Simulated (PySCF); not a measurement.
H3P, SMILES P. Heavy atoms are numbered as in [PH3:1]. Hydrogens are named by the atom that carries them.

Coordinates come from a B3LYP-D3(BJ)/def2-TZVP optimisation.

Method: PySCF with PBE0/pcSseg-2.

GIAO shieldings, no solvent; atoms alike by connectivity are averaged. δ = σ(ref) − σ: ¹H against TMS (σ = 31.54 ppm), references at their B3LYP-D3(BJ)/def2-TZVP geometries, non-relativistic.

**Question.** Estimate the chemical shifts. (The exact figures need the calculation; the answer reports its results.)

**Answer.** 
| nucleus | atoms | count | δ (ppm) |
|---|---|---|---|
| ¹H | H on P1 | 3 | 2.15 |
